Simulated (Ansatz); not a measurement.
Sc(OH)3 (H₃O₃Sc), SMILES [OH][Sc]([OH])[OH].

Geometry: B3LYP-D3(BJ)/def2-SVP. One conformer was computed; it need not be the lowest.

Two levels are set side by side: PBE/def2-SVPD (Ansatz, an electronic-structure program) and PBE0/def2-SVPD (Ansatz). Energy differences of separate SCF runs at the same geometry; the states with an electron removed or added have multiplicity 2 and 2. Differences are taken from unrounded values.

```tsv
quantity	PBE0	PBE	PBE minus PBE0
vertical ionisation energy (eV)	10.51	9.92	-0.59
vertical singlet–triplet gap (eV)	5.30	4.71	-0.60
```
